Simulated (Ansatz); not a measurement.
**Match the barriers**

Saddle point of SiH3Cl3, singlet (SiH₂Cl₂ ([Cl][SiH2][Cl]) + HCl → SiHCl₃ ([Cl][SiH]([Cl])[Cl]) + H₂; bonds formed: Si1–Cl7, H2–H6; bonds broken: Si1–H2, H6–Cl7), PBE0-D4/def2-TZVP structure:

```xyz
7
angstrom
Si -0.4286 0.0154 -0.1258
H 0.7005 -0.6588 0.9005
Cl -0.1801 -0.8828 -1.9170
Cl -1.7329 -1.2064 0.9309
H -1.1468 1.2882 -0.0538
H 1.2209 0.0420 0.5821
Cl 1.5670 1.4023 -0.3170
```

Computed with Ansatz 0.2.0 (basis: def2-TZVPP, with def2-QZVPP for the basis limit); correlated methods freeze the cores. Extrapolation: Hartree–Fock as exp(−7.88 √X), correlation as X^−2.97. Four methods, as single points on the PBE0-D4 structures, gave these electronic barriers from the start structure: 130.2, 142.4, 180.1, 240.9 kJ/mol.

(1) The methods were, in alphabetical order, CCSD(T), HF, PBE-D4, r2SCAN-D4. Which gave which? (Judge from chemistry; the calculation decides.)

T1 diagnostic: at most 0.011. The end structure is not quite a true minimum (one mode of 48i cm⁻¹).

Answers

(1) The calculation gives: PBE-D4 130.2; r2SCAN-D4 142.4; CCSD(T) 180.1; HF 240.9 kJ/mol. For comparison, CCSD(T) at an estimated basis limit (MP2 extrapolated from triple and quadruple zeta, plus CCSD(T) − MP2 in triple zeta) gives 170.5 kJ/mol.

Labels in which every atom is bracketed show which atoms are joined, not bond orders.

For scale, one of the runs: CCSD(T)/def2-TZVPP, 210 basis functions (an equivalent command: `ansatz run in.yaml --threads 4`). Time: 53 s of wall clock on 4 CPU threads; the host was shared. Peak host memory: 2.5 GiB.
